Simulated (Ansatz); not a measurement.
Born–Oppenheimer molecular dynamics of CH5ClSn (8 atoms, charge 0, multiplicity 1). It starts from a relaxed structure.

The calculation used Ansatz 0.2.0, RKS PBE0-D4/def2-SVP.

| Property | Result |
| --- | --- |
| ensemble | NVE (velocity Verlet) |
| time step | 0.5 fs |
| steps asked | 100 |
| starting velocities drawn for | 200 K |
| seed | 738881 |

First frame:

```xyz
8
Properties=species:S:1:pos:R:3
Sn -0.007 0.000 -0.070
Cl 0.040 -0.019 2.295
C 2.034 -0.001 -0.714
H 2.400 -1.034 -0.798
H 2.120 0.496 -1.690
H 2.643 0.539 0.025
H -0.847 1.428 -0.503
H -0.864 -1.410 -0.527
```

**Question.** How far do the bonds stretch over the last three quarters of this one trajectory? (Pairs bonded in most of those frames.)

**Answer.** 
```tsv
bond	mean (Å)	spread (Å)	shortest	longest
Sn1–Cl2	2.361	0.003	2.36	2.37
Sn1–C3	2.146	0.020	2.11	2.17
Sn1–H7	1.715	0.008	1.70	1.73
Sn1–H8	1.714	0.007	1.70	1.72
C3–H4	1.100	0.011	1.08	1.12
C3–H5	1.100	0.003	1.10	1.11
C3–H6	1.100	0.012	1.08	1.12
```

Mean temperature of the second half: 97 K. The conserved energy stayed within 0.061 meV per atom of its start (net change 0.041 meV per atom), so the integration is sound. A run of 0.05 ps of so small a system gives no equilibrium averages.

Time of the run: 6.5 min on 1 thread of Arm Neoverse V1 (shared host), peak memory 0.17 GiB.
